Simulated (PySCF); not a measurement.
A small calculation by hand: chemical shift, span and skew from a shielding tensor

VOF3, SMILES [O]=[V]([F])([F])[F], multiplicity 1. Atoms are numbered in the order given.

```xyz
5

V      0.0000     0.0000    -0.0387
O      0.0000     0.0000    -1.5841
F     -1.4034     0.8102     0.5023
F      1.4034     0.8102     0.5023
F      0.0000    -1.6205     0.5023
```

Geometry optimised at B3LYP-D3(BJ)/def2-SVP. The spin state was assumed, not searched.

GIAO shieldings from PySCF with PBE/pcSseg-1, non-relativistic, no solvent. The symmetric part of the tensor of F3 has the principal values -673.1, -33.0, 95.3 ppm. The same nucleus in CFCl3 has σ = 133.6 ppm at this level (PySCF, at its B3LYP-D3(BJ)/def2-TZVP geometry).

**Question.** Work out the isotropic shielding, the ¹⁹F shift against CFCl3, the span and the skew.

**Answer.** 
σ(iso) = (σ11 + σ22 + σ33)/3 = -203.6 ppm. δ = σ(ref) − σ(iso) = 133.6 − (-203.6) = 337.2 ppm.
Span Ω = σ33 − σ11 = 768.4 ppm. Skew κ = 3(σ(iso) − σ22)/Ω = -0.67. Tumbling in solution averages the tensor to δ; in a static solid the shielding alone would spread this spin-1/2 line over Ω.
